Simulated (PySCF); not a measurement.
Compound: C₂H₇FSi₂.
SMILES: `F[SiH]1C[SiH2]C1`

Jobs on this species (12 atoms, 56 electrons) with PySCF (density fitting). Hardware of each: Arm Neoverse V2, one thread (shared host). Other jobs ran on the host; a repeat could differ by tens of per cent or more. Peak memory is the resident size of the whole Python process, interpreter and libraries included.

| level and settings | work | basis functions | SCF cycles | wall time | peak memory |
| --- | --- | --- | --- | --- | --- |
| delta-SCF UKS SCAN, pcX-2 on the ionised atom, pcseg-1 elsewhere, spin-free X2C | ΔSCF core ionisation, 6 holes | 155 | ? | ? | ? |
| delta-SCF UKS PBE0, pcX-2 on the ionised atom, pcseg-1 elsewhere, spin-free X2C | ΔSCF core ionisation, 6 holes | 155 | ? | ? | ? |
| PBE0-D3(BJ)/def2-SVP, grid level 1 | geometry optimisation from a GFN2-xTB start shaken at random | 113 | ? | ? | ? |
| delta-SCF UKS SCAN, pcX-1 on the ionised atom, pcseg-1 elsewhere, spin-free X2C | ΔSCF core ionisation, 6 holes | 135 | 80 | 20 s | 0.42 GiB |
| delta-SCF UKS SCAN, def2-TZVP on the ionised atom, pcseg-1 elsewhere, spin-free X2C | ΔSCF core ionisation, 6 holes | 132 | 78 | 23 s | 0.43 GiB |
| delta-SCF UKS HF, pcX-2 on the ionised atom, pcseg-1 elsewhere, spin-free X2C | ΔSCF core ionisation, 6 holes | 155 | 75 | 18 s | 0.48 GiB |
| delta-SCF UKS PBE, pcX-2 on the ionised atom, pcseg-1 elsewhere, spin-free X2C | ΔSCF core ionisation, 6 holes | 155 | 84 | 16 s | 0.52 GiB |
| delta-SCF UKS B3LYP, pcX-2 on the ionised atom, pcseg-1 elsewhere, spin-free X2C | ΔSCF core ionisation, 6 holes | 155 | 75 | 30 s | 0.62 GiB |
| delta-SCF UKS SCAN, pcX-2 on the ionised atom, pcseg-1 elsewhere, non-relativistic | ΔSCF core ionisation, 6 holes | 155 | 82 | 24 s | 0.56 GiB |

Problem. Fill in the missing figures.

Solution. 
- delta-SCF UKS SCAN, pcX-2 on the ionised atom, pcseg-1 elsewhere, spin-free X2C; ΔSCF core ionisation, 6 holes: 26 s, 0.54 GiB, 84 SCF cycles
- delta-SCF UKS PBE0, pcX-2 on the ionised atom, pcseg-1 elsewhere, spin-free X2C; ΔSCF core ionisation, 6 holes: 30 s, 0.60 GiB, 75 SCF cycles
- PBE0-D3(BJ)/def2-SVP, grid level 1; geometry optimisation from a GFN2-xTB start shaken at random: 23 s, 0.47 GiB, 39 SCF cycles

Problem. What do all jobs in the table cost together?

Solution. About 3.5 min; the longest takes about 14 % of that, and about 1.9 times as long as the shortest.
